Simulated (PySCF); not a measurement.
**PBr: a base run and its variants**

Base input, run as `OMP_NUM_THREADS=1 python input.py` with PySCF 2.14:

```python
from pyscf import gto, scf, mp

mol = gto.M(
    atom='P 0 0 0; Br 0 0 2.18',
    basis='x2c-svpall',
    charge=0,
    spin=2,
    verbose=3,
)
mf = scf.UHF(mol)
mf = mf.sfx2c1e()
mf.kernel()
mp.MP2(mf, frozen=14).kernel()
mf.dip_moment()
print('orbital energies (hartree):', [e[max(0, n-3):n+3].round(4) for e, n in zip(mf.mo_energy, mol.nelec)])
```

Base result: E(SCF) = -2945.424179 Eh, E(MP2) − E(SCF) = -0.30698 Eh, ⟨S²⟩ = 2.022, μz(SCF) = -0.96 D. The bond length is a typed value, not an optimised one. No search for the lowest solution was made.

Hardware: Arm Neoverse N1, 1 thread, shared host. Wall time 2.1 s, peak memory 0.13 GiB.

Each row names what differs from the base; energies in brackets are changes from the base.

| change | result | wall time (s) |
| --- | --- | --- |
| geometry: bond 2.18 → bond 1.918 | E(SCF) = -2945.387834 Eh (+0.9890 eV), E(MP2) − E(SCF) = -0.30923 Eh, ⟨S²⟩ = 2.025, μz(SCF) = 0.43 D | 2 |
| spin-free X2C: on → off [unsound on purpose] | E(SCF) = -2898.189537 Eh, E(MP2) − E(SCF) = -0.30645 Eh, ⟨S²⟩ = 2.023, μz(SCF) = -1.10 D | 1.9 |
| basis set: x2c-svpall → 3-21g; spin-free X2C: on → off | E(SCF) = -2899.041081 Eh, E(MP2) − E(SCF) = -0.06317 Eh, ⟨S²⟩ = 2.011, μz(SCF) = -1.25 D | 1.2 |
| spin (2S): 2 → 4 [a high spin state] | E(SCF) = -2945.234314 Eh (+5.1665 eV), E(MP2) − E(SCF) = -0.28909 Eh, ⟨S²⟩ = 6.010, μz(SCF) = -1.05 D | 2 |
| SCF type: UHF → RHF [runs as restricted open-shell] | E(SCF) = -2945.418088 Eh (+0.1657 eV), E(MP2) − E(SCF) = -0.30999 Eh, μz(SCF) = -0.98 D | 1.9 |
| Cartesian functions: off → on | E(SCF) = -2945.434033 Eh (-0.2682 eV), E(MP2) − E(SCF) = -0.31412 Eh, ⟨S²⟩ = 2.023, μz(SCF) = -0.96 D | 2 |
| spin (2S): 2 → 6 [a high spin state] | E(SCF) = -2944.771646 Eh (+17.7563 eV), E(MP2) − E(SCF) = -0.26773 Eh, ⟨S²⟩ = 12.009, μz(SCF) = 2.53 D | 2 |
| basis set: x2c-svpall → minao; spin-free X2C: on → off | E(SCF) = -2913.138783 Eh, E(MP2) − E(SCF) = -0.01625 Eh, ⟨S²⟩ = 2.010, μz(SCF) = -1.28 D | 2 |
| point-group symmetry: off → on | E(SCF) = -2945.424179 Eh (+0.0000 eV), E(MP2) − E(SCF) = -0.30698 Eh, ⟨S²⟩ = 2.022, μz(SCF) = -0.96 D | 2 |
| length unit: angstrom → bohr [unsound on purpose] | E(SCF) = -2943.219913 Eh (+59.9811 eV), E(MP2) − E(SCF) = -0.31792 Eh, ⟨S²⟩ = 2.018, μz(SCF) = 2.87 D | 2 |
| functional: none (Hartree–Fock) → r2scan; SCF type: UHF → UKS; step after the SCF: mp2 → analyze | E(SCF) = -2947.805955 Eh, ⟨S²⟩ = 2.008, μz(SCF) = -0.27 D | 8.2 |
| geometry: bond 2.18 → bond 3.27 | E(SCF) = -2945.327598 Eh (+2.6281 eV), E(MP2) − E(SCF) = -0.30994 Eh, ⟨S²⟩ = 2.028, μz(SCF) = -5.75 D | 2 |
| geometry: bond 2.18 → bond 2.115 | E(SCF) = -2945.421635 Eh (+0.0692 eV), E(MP2) − E(SCF) = -0.30743 Eh, ⟨S²⟩ = 2.023, μz(SCF) = -0.62 D | 2 |
| smearing width (hartree): none → 0.001; step after the SCF: mp2 → none [smearing does not keep the typed spin] | E(SCF) = -2945.213366 Eh (+5.7365 eV), μz(SCF) = -0.26 D | 2 |
| frozen orbitals: 14 → 25 [unsound on purpose] | stops with ValueError (negative dimensions are not allowed) after the SCF | 1.9 |
| charge: 0 → 1; spin (2S): 2 → 3 [another spin of the ion may lie lower] [a high spin state] | E(SCF) = -2945.014012 Eh (+11.1612 eV), E(MP2) − E(SCF) = -0.28339 Eh, ⟨S²⟩ = 3.770 | 2 |
| geometry: bond 2.18 → bond 2.442 | E(SCF) = -2945.413737 Eh (+0.2841 eV), E(MP2) − E(SCF) = -0.30594 Eh, ⟨S²⟩ = 2.029, μz(SCF) = -2.21 D | 2 |
| geometry: bond 2.18 → bond 2.333 | E(SCF) = -2945.420894 Eh (+0.0894 eV), E(MP2) − E(SCF) = -0.30626 Eh, ⟨S²⟩ = 2.022, μz(SCF) = -1.72 D | 2 |
| spin (2S): 2 → 52 [unsound on purpose] | stops with AssertionError | 1 |
| spin (2S): 2 → 3 [unsound on purpose] | stops with RuntimeError (Electron number 50 and spin 3 are not consistent) | 1 |

Problem. Order these changes by how far they move the SCF energy from the base, largest first: (1) Cartesian functions: off → on; (2) geometry: bond 2.18 → bond 1.918; (3) geometry: bond 2.18 → bond 2.442; (4) geometry: bond 2.18 → bond 3.27.

Solution. (4) +2.6281 eV, (2) +0.9890 eV, (3) +0.2841 eV, (1) -0.2682 eV.
